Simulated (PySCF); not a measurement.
Ba(Cl)2 cation (BaCl2), SMILES [Cl][Ba][Cl] (connectivity only; charge and spin as stated), charge +1, multiplicity 2. Atoms are numbered in the order given.

```xyz
3

Ba     0.0000     0.0000     0.9294
Cl     0.0000     1.3490    -1.5308
Cl     0.0000    -1.3490    -1.5308
```
Charge +1, spin multiplicity 2.

Geometry optimised at B3LYP-D3(BJ)/def2-TZVP. The multiplicity is an assumed one; other spin states were not compared. The isomer is the one that the SMILES or the coordinates give; other isomers of the formula were not compared. The def2 effective core potentials stand for the cores of Ba; spin–orbit coupling is left out.

These are PBE/def2-TZVPD in PySCF values and carry that method's errors.

Mulliken values depend strongly on the basis, most of all with diffuse functions as here. ESP charges are fitted to the potential on shells at 1.4 to 2.0 van der Waals radii. Atomic charges (e):

```json
[
 {"atom": "Ba1", "Mulliken": "1.63", "ESP fit": "…", "Mulliken spin": "-0.01"},
 {"atom": "Cl2", "Mulliken": "-0.32", "ESP fit": "…", "Mulliken spin": "0.51"},
 {"atom": "Cl3", "Mulliken": "-0.32", "ESP fit": "…", "Mulliken spin": "0.51"}
]
```

Task: What belongs in the gaps? (The exact figures need the calculation; the answer reports its results.)

Result: 
- Ba1, ESP fit: 1.36
- Cl2, ESP fit: -0.18
- Cl3, ESP fit: -0.18
